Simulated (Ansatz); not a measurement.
```yaml
crystal:
  periodic: [false, false, false]
  atoms:
    - {symbol: N, position_ang: [-0.628900, -0.809685, 1.761690]}
    - {symbol: C, position_ang: [0.269440, 0.138670, 1.389882]}
    - {symbol: Al, position_ang: [0.520727, 0.685558, -0.533996]}
    - {symbol: O, position_ang: [1.552875, 1.820747, -1.200863]}
    - {symbol: Ga, position_ang: [-0.797035, -0.641978, -2.035256]}
    - {symbol: H, position_ang: [-1.610265, -0.582276, 1.297014]}
    - {symbol: H, position_ang: [-0.315177, -1.755313, 1.140239]}
    - {symbol: H, position_ang: [0.050546, 0.994563, 1.985665]}
    - {symbol: H, position_ang: [1.409841, -0.047661, 1.975436]}
    - {symbol: H, position_ang: [2.242284, 2.339242, -0.511618]}
    - {symbol: H, position_ang: [-2.363193, -0.164315, -2.433294]}
    - {symbol: H, position_ang: [-0.351608, -1.989680, -2.916060]}
basis:
  gaussian: {orbitals: def2-mTZVP}
hamiltonian: {xc: {name: SPW92}}
output: {forces: true}
```

```sh
$ ansatz run in.yaml --threads 4 --pin off --events-out ev --progress --plain --max-ram 10444MiB
```

Output, abridged:

```
Functional definition: SPW92
1388 factors; their error is unknown
mean field evaluation 1: about -63492.5891 eV, gradient 1.1e2 eV
mean field evaluation 2: about -63330.7198 eV, gradient 2.5e2 eV
mean field evaluation 4: about -63513.1587 eV, gradient 2.7e1 eV
mean field evaluation 8: about -63514.8537 eV, gradient 5.3e-1 eV
mean field evaluation 16: about -63514.8063 eV, gradient 1.3e-3 eV
mean field -63514.80630072 eV, -2334.1260796695 hartree, gradient 5.2e-5 eV, S^2 0.000000; 0 other end points of the search recorded, 0 dependent functions left out
reference -63514.80635182 eV, -2334.1260815475 hartree; 36, 36 occupied and 105, 105 virtual orbitals, 1388 factors
Total energy: -63514.80635182 eV, -2334.1260815475 hartree
Atom 0 at    -0.628900    -0.809685     1.761690 Å, force    -2.880681    -5.356435    -3.073002 eV/Å
Atom 1 at     0.269440     0.138670     1.389882 Å, force     5.406228     2.373253     0.520137 eV/Å
Atom 2 at     0.520727     0.685558    -0.533996 Å, force    -0.309552    -0.955701     1.277631 eV/Å
Atom 3 at     1.552875     1.820747    -1.200863 Å, force     3.222465     2.650209     2.305801 eV/Å
Atom 4 at    -0.797035    -0.641978    -2.035256 Å, force    -1.139324    -0.726237    -1.334601 eV/Å
Atom 5 at    -1.610265    -0.582276     1.297014 Å, force     1.857138    -0.503979     1.139687 eV/Å
Atom 6 at    -0.315177    -1.755313     1.140239 Å, force    -1.309936     2.285949     2.064564 eV/Å
Atom 7 at     0.050546     0.994563     1.985665 Å, force    -0.380941     1.633447     0.559564 eV/Å
Atom 8 at     1.409841    -0.047661     1.975436 Å, force    -2.574729     0.030232    -1.618069 eV/Å
Atom 9 at     2.242284     2.339242    -0.511618 Å, force    -2.523649    -1.826257    -2.630851 eV/Å
Atom 10 at    -2.363193    -0.164315    -2.433294 Å, force     0.885323    -0.346349     0.232776 eV/Å
Atom 11 at    -0.351608    -1.989680    -2.916060 Å, force    -0.252342     0.741868     0.556363 eV/Å
Dipole moment:     0.251625     0.256972     0.246528 e Å
```

It took 0.95 s on 4 threads of an AMD EPYC 7B13 on a shared host, with 0.6 GiB of host memory at the peak.
